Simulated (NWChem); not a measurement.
System: C5H6; SMILES C=C=CC=C

NWChem input:

```
start job
memory heap 200 mb stack 900 mb global 1100 mb
geometry units angstroms noautoz
  C      0.212796     2.503278     0.000000
  C     -0.156156     1.250933     0.000000
  C     -0.524979    -0.013547     0.000000
  C      0.403227    -1.144198     0.000000
  C      0.017913    -2.428011     0.000000
  H      0.374255     3.052918     0.926652
  H      0.374255     3.052918    -0.926652
  H     -1.590835    -0.248787     0.000000
  H      1.463146    -0.895893     0.000000
  H     -1.032976    -2.708753     0.000000
  H      0.740428    -3.238273     0.000000
end
basis spherical
  * library def2-tzvp
end
dft
  xc xpbe96 cpbe96
  iterations 150
  semidirect filesize 400000000
  mulliken
end
task dft energy
```

Structure relaxed at the B3LYP/6-31G* (spherical d) level.

### Question
Predict the main results of this run. (PBE/def2-TZVP.) Quantities: energy (Ha); highest occupied level (eV); orbital gap (eV); dipole (D).

### Answer
| Quantity | Result |
|---|---|
| energy (Ha) | -193.87 |
| highest occupied level (eV) | -5.69 |
| orbital gap (eV) | 4.01 |
| dipole (D) | 0.25 |
